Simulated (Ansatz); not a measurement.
Li₉F₉ (started as a model of: (LiF)9 cage of four- and six-membered rings). Charge 0, multiplicity 1. Geometry PBE-D4/def2-SVP, basis def2-TZVP, Ansatz.

```
run  HOMO (eV)  LUMO (eV)
  A      -7.95      -0.87
  B      -9.63      -0.17
  C      -8.16      -0.68
  D      -7.63      -0.80
  E      -8.07      -0.19
```

Question: The runs used B97M-V, LDA (SPW92), PBE, PBE0, r2SCAN. Estimate which is which.

Answer: A LDA (SPW92) (0 % exact exchange); B PBE0 (25 % exact exchange); C B97M-V (0 % exact exchange); D PBE (0 % exact exchange); E r2SCAN (0 % exact exchange). Exact exchange lowers occupied and raises empty levels; among semilocal functionals meta-GGAs tend to open the gap a little, and such runs are hard to tell apart. The gap grows from 6.83 eV (PBE) to 9.46 eV (PBE0).
